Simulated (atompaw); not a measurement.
**Ranking PAW (atompaw) potentials for Ru (Z = 44)**

All share these settings but for the change named:

atompaw 4.2.0.5 input, output lines left out:

```
Ru 44
GGA-PBE scalarrelativistic loggrid 1500 logderivrange -8 5 326
5 5 4 0 0 0
5 0 1
5 1 0
4 2 7
0 0 0
c
c
c
v
v
c
c
v
v
c
v
2
2.30 2.30 2.20 1.55
n
n
y
2.45
n
custom polynom2 7 10 vanderbiltortho sinc
3 1 troulliermartins
1.65
2.30
1.30
2.30
1.30
2.30
```

Cutoff: the first of the cutoffs (Ry, on a coarse ladder) from which the occupation-weighted sum of valence levels, in a spherical-Bessel basis at the reference potential, stays within 10 and 1 mRy of its value at 400 Ry; the density cutoff is not measured.

The base gives 300 Ry.

Of 5 variants that were run, those that failed, showed a ghost or another fault, or gave nearly equal values are left out.

(1) Rank these variants from softest to hardest (loose cutoff).
A. all radii scaled by about 1.19 (s 1.96, p 1.54, d 1.54 bohr); local potential troulliermartins scheme with l = 3 at 1 Ry, radius 2.60 bohr; augmentation sinc compensation charge, radius 2.72 bohr; PAW radius 2.72 bohr; waves and projectors: custom polynom2 7 10 vanderbiltortho; core correction smooth core density matched at 1.84 bohr
B. all radii scaled by about 1.06 (s 1.76, p 1.38, d 1.38 bohr); local potential troulliermartins scheme with l = 3 at 1 Ry, radius 2.36 bohr; augmentation sinc compensation charge, radius 2.46 bohr; PAW radius 2.46 bohr; waves and projectors: custom polynom2 7 10 vanderbiltortho; core correction smooth core density matched at 1.66 bohr
C. all radii scaled by about 1.28 (s 2.10, p 1.66, d 1.66 bohr); local potential troulliermartins scheme with l = 3 at 1 Ry, radius 2.80 bohr; augmentation sinc compensation charge, radius 2.92 bohr; PAW radius 2.92 bohr; waves and projectors: custom polynom2 7 10 vanderbiltortho; core correction smooth core density matched at 1.96 bohr

Answers

(1) C (40 Ry), A (140 Ry), B (230 Ry).
